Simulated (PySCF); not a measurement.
# UHF on Mg⁺ (magnesium, charge +1)

Configuration: [Ne] 3s1, 2S determinant. Calculation: PySCF 2.14, in Sapporo-DZP-2012; scalar relativity by spin-free X2C-1e.

* Total energy: -199.627989 hartree
* One-electron energy: -275.9804 hartree
* Hartree (Coulomb) energy: 92.2156 hartree
* Exchange energy: -15.8632 hartree
* ⟨S²⟩: 0.7501
* ⟨L²⟩: 0.000
* Sum of ⟨r⟩: 8.590 bohr
* Sum of ⟨r²⟩: 14.02 bohr²
* Langevin diamagnetic susceptibility: -11.1 ×10⁻⁶ cm³/mol
* Time after the integrals: 0.04 s of wall time on 1 thread of Neoverse-V1 (shared host)

```
shell  electrons  mean orbital energy (hartree)  rms radius, mean of both spins (bohr)
 1s α          1                      -49.45244                                  0.152
 1s β          1                      -49.44543                                  0.152
 2s α          1                       -4.10744                                  0.755
 2s β          1                       -4.09068                                  0.755
 2p α          3                       -2.60931                                  0.771
 2p β          3                       -2.60324                                  0.771
 3s α          1                       -0.54193                                   3.04
```
